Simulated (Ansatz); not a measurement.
System: C5H7, charge -1, multiplicity 1. It need not be the lowest isomer of its formula. Whether it binds its extra electron was not tested at this geometry. SMILES: C=C/C=[C-]\C
Coordinates optimised at B3LYP-D3(BJ)/def2-TZVP (Ansatz, a program for electronic structure):
```
C
C 1 1.3492
H 2 1.0849 1 122.12
H 2 1.0871 3 116.78 1 -180.00
H 1 1.0882 2 116.48 3 0.00
C 1 1.4486 5 116.47 2 -180.00
C 6 1.3651 1 129.67 5 0.00
H 6 1.0991 7 117.95 1 -180.00
C 7 1.5153 6 118.09 8 -180.00
H 9 1.0983 7 109.26 6 122.97
H 9 1.0983 10 104.74 7 -116.96
H 9 1.1135 10 106.50 11 -112.59
```
Charge -1, spin multiplicity 1.

Parts of the frozen-core correlation energy in STO-3G (Ansatz, hartree). Frozen orbitals: 5; correlated occupied orbitals by spin: 14 and 14; virtual: 13 and 13. Spin-orbit coupling is left out. Non-relativistic. The restricted reference is unstable.

```
term                            value
-------------------------  ----------
reference (HF)             -190.78618
MP2 opposite-spin          (withheld)
MP2 same-spin              (withheld)
CCSD correlation             -0.34105
(T)                        (withheld)
T1 diagnostic                   0.019
largest doubles amplitude       0.120
```

### Question
What belongs in the gaps?

### Answer

- MP2 opposite-spin, value: -0.22592
- MP2 same-spin, value: -0.04215
- (T), value: -0.00625
